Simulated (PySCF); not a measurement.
C₁₀H₁₀V, quartet at its GFN2-xTB optimised geometry (Å):

```
21

V     -0.0506    -0.1504     0.0000
C      2.1325    -0.1504     0.0000
C      1.6767     0.9089     0.8125
C      0.9390     1.7952     0.0000
C      0.9389     1.2838    -1.3147
C      1.6766     0.0813    -1.3147
H      2.8076    -0.9397     0.3070
H      1.9420     1.0716     1.8498
H      0.5413     2.7546     0.3071
H      0.5410     1.7835    -2.1893
H      1.9417    -0.4997    -2.1894
C     -1.2357    -1.9373    -0.4098
C     -2.0073    -0.7976    -0.7191
C     -2.1807    -0.0536     0.4668
C     -1.5162    -0.7335     1.5091
C     -0.9322    -1.8977     0.9672
H     -1.0133    -2.7546    -1.0847
H     -2.4783    -0.5905    -1.6720
H     -2.8076     0.8223     0.5798
H     -1.5461    -0.4688     2.5588
H     -0.4370    -2.6794     1.5300
```

Calculation: PySCF with unrestricted B3LYP/def2-SVP. Cells within 0.4 Å of a nucleus heavier than hydrogen are left out (blank, or x).

Map of the spin density (e/bohr³), clipped to [-0.05, 0.10] on the plane z = 0.6 Å:

```
|0000000000000000000000000000000|
|0000000000000000000000000000000|
|0000000000000000000000000000000|
|0000000000000000000000000000000|
|0000000000000000000000000000000|
|0000000000000000000000000000000|
|0000000000000000000000000000000|
|0000000000000000000000000000000|
|0000000000000000000000000000000|
|0000000000000000000000000000000|
|0000000000000000000000000000000|
|0000000000000000000000000000000|
|00000000000000100000xx000000000|
|00000000000001220000x0000000000|
|0000000000000266200000000000000|
|00000000xx000169610000000000000|
|00000000xx000139820000000000000|
|0000000000000114520000000000000|
|0000000000000001210000000000000|
|0000000000000000000000000000000|
|0000000000000000000000000000000|
|000000000000x000000000000000000|
|0000000000000000000000000000000|
|0000000000000000000000000000000|
|0000000000000000000000000000000|
|0000000000000000000000000000000|
|0000000000000000000000000000000|
|0000000000000000000000000000000|
|0000000000000000000000000000000|
|0000000000000000000000000000000|
|0000000000000000000000000000000|
```
Scale: ten equal steps from -0.001 (start of '0') to 0.100 (end of '9'), in the order '0123456789'; x runs from -5.00 to 5.00, y from -5.00 (bottom) to 5.00 (top).
